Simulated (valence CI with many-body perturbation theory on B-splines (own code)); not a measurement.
Bi⁴¹⁺: E2, M1 decay

Method: configuration interaction combined with many-body perturbation theory (CI+MBPT): six valence electrons over a frozen Dirac-Fock core [Kr], a basis of 7 s, 7 p, 8 d, 6 f, 4 g, 1 h functions for each j, with the one-electron correlation potential Σ1, the two-electron term Σ2, the three-electron term Σ3, Breit, model QED; selected CI, second order for the rest, scaled by the run's own slope (own B-spline code, finite nucleus).

No measured spectrum was set against this ion. As an estimate, large intervals hold to a few tenths of a per cent, small ones and those within an open d or f shell to about a per cent. Among the levels kept, up to 720 cm⁻¹ of a level comes from second order outside the variational space, and about a tenth of that is noise between levels of different J, which matters for small intervals. Only levels of the ground parity were solved; by the run's estimate the other parity begins above the list, which can be wrong where configurations are misplaced.

Lines 1 to 50 of 109 in falling wavelength, among levels below 1123700 cm⁻¹, chosen from the decays that carry over 1 % of a level's rate. Wavelengths and rates use the calculated energies. Electric multipoles are in the length gauge with retardation, E1 and E2 with the static RPA response of the core. M1 uses the relativistic operator with retardation. Weak lines are less certain than strong ones. Lines between different terms over intervals too small for the method are left out, as are lines whose strength nearly cancels. The highest levels of a list are the least certain.

Levels are named by their leading jj configuration (3d3/2^4 stands for four electrons in 3d with j = 3/2), which in mixed levels can hold well under half, so a name can repeat and another be missing. Letters in brackets count levels of one name in rising energy.

| λ vac (nm) | Upper | Lower | Type | A (s⁻¹) | Branch % |
| --- | --- | --- | --- | --- | --- |
| 379.6 | (4d3/2^4 4d5/2^2) J=2 | (4d3/2^4 4d5/2^2) J=4 | E2 | 5.13e-03 | 100.0 |
| 200.9 | (4d3/2^3 4d5/2^3) J=2 [b] | (4d3/2^3 4d5/2^3) J=3 [b] | M1 | 7.24e+02 | 1.8 |
| 200.8 | (4d3/2^3 4d5/2^3) J=4 [b] | (4d3/2^3 4d5/2^3) J=3 [b] | M1 | 2.60e+02 | 3.0 |
| 153.0 | (4d3/2^4 4d5/2^2) J=0 | (4d3/2^4 4d5/2^2) J=2 | E2 | 1.76e+00 | 100.0 |
| 131.0 | (4d3/2^3 4d5/2^3) J=0 | (4d3/2^3 4d5/2^3) J=1 [a] | M1 | 5.37e+03 | 80.8 |
| 128.2 | (4d3/2^3 4d5/2^3) J=4 [b] | (4d3/2^3 4d5/2^3) J=5 | M1 | 5.73e+02 | 6.5 |
| 106.7 | (4d3/2^3 4d5/2^3) J=1 [b] | (4d3/2^3 4d5/2^3) J=1 [a] | M1 | 2.72e+03 | 1.8 |
| 92.18 | (4d3/2^3 4d5/2^3) J=4 [b] | (4d3/2^3 4d5/2^3) J=4 [a] | M1 | 1.64e+03 | 18.7 |
| 87.17 | (4d3/2^3 4d5/2^3) J=2 [b] | (4d3/2^3 4d5/2^3) J=3 [a] | M1 | 4.35e+03 | 11.1 |
| 63.76 | (4d3/2^2 4d5/2^4) J=0 [a] | (4d3/2^3 4d5/2^3) J=1 [b] | M1 | 1.70e+04 | 2.1 |
| 62.62 | (4d3/2^3 4d5/2^3) J=1 [a] | (4d3/2^4 4d5/2^2) J=0 | M1 | 3.92e+04 | 10.4 |
| 59.99 | (4d3/2^2 4d5/2^4) J=4 [a] | (4d3/2^3 4d5/2^3) J=4 [b] | M1 | 6.44e+03 | 1.1 |
| 58.89 | (4d3/2^2 4d5/2^4) J=3 [a] | (4d3/2^3 4d5/2^3) J=3 [c] | M1 | 5.99e+03 | 1.1 |
| 56.99 | (4d3/2^2 4d5/2^4) J=3 [a] | (4d3/2^3 4d5/2^3) J=2 [b] | M1 | 1.44e+04 | 2.6 |
| 54.58 | (4d3/2^2 4d5/2^4) J=5 | (4d3/2^3 4d5/2^3) J=4 [b] | M1 | 3.90e+04 | 11.5 |
| 52.09 | (4d3/2^2 4d5/2^4) J=2 [a] | (4d3/2^3 4d5/2^3) J=3 [b] | M1 | 7.52e+03 | 1.0 |
| 51.68 | (4d3/2^2 4d5/2^4) J=0 [b] | (4d3/2^2 4d5/2^4) J=1 | M1 | 1.75e+04 | 3.9 |
| 48.99 | (4d3/2^2 4d5/2^4) J=3 [b] | (4d3/2^3 4d5/2^3) J=4 [b] | M1 | 6.94e+04 | 18.3 |
| 48.98 | (4d3/2^2 4d5/2^4) J=3 [b] | (4d3/2^3 4d5/2^3) J=2 [b] | M1 | 1.27e+04 | 3.4 |
| 48.14 | (4d3/2^3 4d5/2^3) J=3 [a] | (4d3/2^4 4d5/2^2) J=2 | M1 | 8.41e+04 | 25.2 |
| 47.71 | (4d3/2^2 4d5/2^4) J=1 | (4d3/2^3 4d5/2^3) J=2 [b] | M1 | 6.27e+04 | 13.5 |
| 46.90 | (4d3/2^2 4d5/2^4) J=1 | (4d3/2^3 4d5/2^3) J=1 [b] | M1 | 7.14e+04 | 15.3 |
| 46.36 | (4d3/2 4d5/2^5) J=3 | (4d3/2^2 4d5/2^4) J=4 [c] | M1 | 7.47e+04 | 9.8 |
| 46.26 | (4d3/2^2 4d5/2^4) J=4 [b] | (4d3/2^3 4d5/2^3) J=3 [c] | M1 | 1.35e+04 | 4.5 |
| 46.19 | (4d3/2^2 4d5/2^4) J=4 [a] | (4d3/2^3 4d5/2^3) J=3 [b] | M1 | 2.01e+04 | 3.4 |
| 45.08 | (4d3/2^2 4d5/2^4) J=4 [b] | (4d3/2^3 4d5/2^3) J=4 [b] | M1 | 3.49e+03 | 1.2 |
| 44.63 | (4d3/2^2 4d5/2^4) J=2 [b] | (4d3/2^3 4d5/2^3) J=2 [b] | M1 | 1.17e+04 | 3.5 |
| 44.52 | (4d3/2 4d5/2^5) J=2 | (4d3/2^2 4d5/2^4) J=2 [c] | M1 | 4.52e+04 | 5.6 |
| 44.43 | (4d3/2^3 4d5/2^3) J=1 [a] | (4d3/2^4 4d5/2^2) J=2 | M1 | 3.37e+05 | 89.6 |
| 44.40 | (4d3/2^2 4d5/2^4) J=3 [a] | (4d3/2^3 4d5/2^3) J=3 [b] | M1 | 2.65e+04 | 4.8 |
| 43.92 | (4d3/2^2 4d5/2^4) J=2 [b] | (4d3/2^3 4d5/2^3) J=1 [b] | M1 | 5.54e+03 | 1.6 |
| 43.36 | (4d3/2^2 4d5/2^4) J=1 | (4d3/2^3 4d5/2^3) J=0 | M1 | 9.01e+04 | 19.4 |
| 43.23 | (4d3/2^2 4d5/2^4) J=3 [a] | (4d3/2^3 4d5/2^3) J=2 [a] | M1 | 7.38e+04 | 13.3 |
| 43.12 | (4d3/2 4d5/2^5) J=3 | (4d3/2^2 4d5/2^4) J=2 [c] | M1 | 1.23e+05 | 16.2 |
| 42.72 | (4d3/2^3 4d5/2^3) J=3 [a] | (4d3/2^4 4d5/2^2) J=4 | M1 | 2.50e+05 | 74.8 |
| 41.74 | (4d3/2^2 4d5/2^4) J=2 [a] | (4d3/2^3 4d5/2^3) J=1 [a] | M1 | 1.67e+05 | 22.6 |
| 41.61 | (4d3/2^3 4d5/2^3) J=4 [a] | (4d3/2^4 4d5/2^2) J=4 | M1 | 3.05e+05 | 100.0 |
| 40.86 | (4d3/2^2 4d5/2^4) J=4 [a] | (4d3/2^3 4d5/2^3) J=5 | M1 | 8.52e+04 | 14.2 |
| 39.91 | (4d3/2^2 4d5/2^4) J=0 [a] | (4d3/2^3 4d5/2^3) J=1 [a] | M1 | 8.02e+05 | 97.9 |
| 39.46 | (4d3/2^3 4d5/2^3) J=1 [b] | (4d3/2^4 4d5/2^2) J=0 | M1 | 1.34e+05 | 88.4 |
| 39.38 | (4d3/2^2 4d5/2^4) J=3 [b] | (4d3/2^3 4d5/2^3) J=3 [b] | M1 | 1.54e+05 | 40.7 |
| 38.92 | (4d3/2^2 4d5/2^4) J=2 [a] | (4d3/2^3 4d5/2^3) J=3 [a] | M1 | 5.54e+05 | 75.3 |
| 38.67 | (4d3/2^2 4d5/2^4) J=5 | (4d3/2^3 4d5/2^3) J=6 | M1 | 1.85e+05 | 54.6 |
| 38.47 | (4d3/2^2 4d5/2^4) J=2 [c] | (4d3/2^3 4d5/2^3) J=3 [c] | M1 | 1.59e+05 | 30.0 |
| 38.46 | (4d3/2^2 4d5/2^4) J=3 [b] | (4d3/2^3 4d5/2^3) J=2 [a] | M1 | 1.01e+05 | 26.7 |
| 38.28 | (4d3/2^2 4d5/2^4) J=5 | (4d3/2^3 4d5/2^3) J=5 | M1 | 9.49e+04 | 28.0 |
| 37.67 | (4d3/2^2 4d5/2^4) J=1 | (4d3/2^3 4d5/2^3) J=2 [a] | M1 | 6.37e+04 | 13.7 |
| 37.65 | (4d3/2^2 4d5/2^4) J=2 [c] | (4d3/2^3 4d5/2^3) J=2 [b] | M1 | 1.85e+05 | 34.9 |
| 37.57 | (4d3/2 4d5/2^5) J=2 | (4d3/2^2 4d5/2^4) J=2 [b] | M1 | 1.27e+05 | 15.7 |
| 37.52 | (4d3/2^3 4d5/2^3) J=2 [a] | (4d3/2^4 4d5/2^2) J=2 | M1 | 2.06e+05 | 99.7 |
